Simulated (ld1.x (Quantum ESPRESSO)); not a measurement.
Logarithmic derivatives: Si, ultrasoft

silicon (Si), ultrasoft, made with ld1.x (Quantum ESPRESSO) 7.5 (PBE, non-relativistic). Core [Ne], reference 3s2 3p2. Waves: 3s (bound): rcut 1.45, rcutus 1.80 bohr; 3s channel at -0.35 Ry: rcut 1.45, rcutus 1.80 bohr; 3p (bound): rcut 1.65, rcutus 2.25 bohr; 3p channel at 0.75 Ry: rcut 1.65, rcutus 2.25 bohr; 3d channel at -0.1 Ry: rcut 1.45, rcutus 1.90 bohr. Local part: all-electron potential smoothed inside 1.55 bohr (lloc = -1). Core correction: none. Augmentation charge: PSQ, radius 1.30 bohr.

The phase is arctan(r·u′/u) with u = r·R(r), unwrapped; energies in Ry, scanned from -3 to 5 Ry. A pole is an energy at which the radial function vanishes at the test radius. The pseudo phase is shifted by a multiple of π to meet the all-electron one at the reference energy, and phase errors are pseudo minus all-electron; the curves can meet again beyond the range given. Levels narrower than the energy grid can be missing from the lists of poles.

```tsv
channel	radius (bohr)	reference energy (Ry)	poles, all-electron	poles, pseudo	unbroken range about the reference energy with phases within 0.05 rad	phase error 1 Ry above the reference energy (rad)
s	2.44	-0.79	0.48	0.48	below 3.5	-0.000
p	2.44	-0.30	1.37	1.37	below 4.0	-0.000
d	2.44	-0.10	2.33	2.37	below 4.0	+0.004
```

Phases in the p channel:

```csv
E (Ry),all-electron,pseudo
-3.00,1.297,1.296
-2.52,1.261,1.261
-2.04,1.208,1.208
-1.56,1.119,1.119
-1.08,0.937,0.937
-0.60,0.416,0.416
-0.12,-0.727,-0.727
0.36,-1.268,-1.268
0.84,-1.462,-1.462
1.32,-1.563,-1.563
1.80,-1.633,-1.633
2.28,-1.694,-1.695
2.76,-1.759,-1.761
3.24,-1.843,-1.849
3.72,-1.979,-1.999
4.20,-2.269,-2.353
4.68,-3.045,-3.336
```
